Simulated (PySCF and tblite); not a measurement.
Values are calculated unless marked as measured or tabulated.
C₆H₁₁NO, numbered as in [CH2:1]=[CH:2][CH2:3]/[N:4]=[C:5](/[CH3:6])[O:7][CH3:8].

Free energies: PBE0-D3(BJ)/pcSseg-1 on GFN2-xTB structures plus GFN2-xTB thermal terms, symmetry and mirror images included. Conformers within 2.5 kcal/mol (GFN2-xTB free energy) were kept, 5 at most. Couplings: B3LYP/6-31G* with pcJ-1 on H (gas phase; spin-dipole term only for pairs with B, N, F, Si or P). Couplings are for ¹H. H–H couplings come out 0.1 to 0.9 Hz lower than with pcJ-1 on all atoms. Of two unlike H on one atom, a is the less shielded (PBE0/pcSseg-1). Run with PySCF (density fitting) and tblite.

Torsions listed: C1–C2–C3–N4, C2–C3–N4–C5, N4–C5–O7–C8. Of a mirror pair one member is shown.

| conformer | shape | weight % |
| --- | --- | --- |
| 1 | 0°, 180°, 180° | 65.9 |
| 2 | 136°, -144°, 177° | 15.6 |
| 3 | 2°, 81°, 179° | 10.3 |
| 4 | -124°, 79°, 179° | 4.7 |
| 5 | 120°, 79°, 177° | 3.5 |

**Question.** Give the couplings in each conformer and the averages at 298.15 K (pairs that fast motion interchanges averaged).

**Answer.** 
```
   coupling  pairs      1      2      3      4      5  average (Hz)
²J(H1a,H1b)      1    1.1    0.1    0.2    0.5    0.3           0.8
 ³J(H1a,H2)      1   16.2   16.7   16.6   16.3   16.3          16.3
 ³J(H1b,H2)      1   11.4   11.3   11.5   11.0   11.0          11.3
  ³J(H2,H3)      2    3.7    6.4    4.1    7.0    7.4           4.5
  ²J(H3,H3)      1  -24.4  -16.6  -16.8   -9.9  -10.1         -21.2
  ²J(H6,H6)      3  -15.6  -15.5  -15.5  -15.5  -15.5         -15.5
  ²J(H8,H8)      3  -11.7  -11.6  -11.7  -11.6  -11.7         -11.7
```
